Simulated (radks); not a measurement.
Ionisation of the tungsten ion W2+, [Xe] 4f14 5d4, to [Xe] 4f14 5d3 as the strength of local exchange is varied. Calculated with a radial shooting solver on a logarithmic mesh with Libxc functionals: scalar-relativistic Kohn-Sham, Slater X-alpha exchange (alpha = 2/3 is LDA exchange), no correlation, spin-polarised, spherical densities, point nucleus; open shells are filled with parallel spins first (spin-orbit coupling, left out, can overturn this in heavy ions).

alpha  E(W2+) (hartree)  exchange (hartree)  IE (eV)  -e of the level emptied (eV)  <r> of it (bohr)
0.596       -16092.2491           -272.4074   24.379                   19.068 (5d)             1.928
0.667       -16124.8961           -305.5244   25.556                   20.155 (5d)             1.891
0.765       -16170.0750           -351.4666   27.239                   21.717 (5d)             1.842
0.996       -16277.1039           -460.8178   31.465                   25.684 (5d)             1.740
1.014       -16285.4754           -469.4009   31.809                   26.009 (5d)             1.732

NIST Atomic Spectra Database: 26.0 +/- 0.4 eV (semi-empirical). The Delta-SCF value meets it near alpha = 0.69. Open shells are spherical and high-spin; term and fine-structure splittings are not resolved. Spin-orbit splitting is averaged out at the scalar-relativistic level.
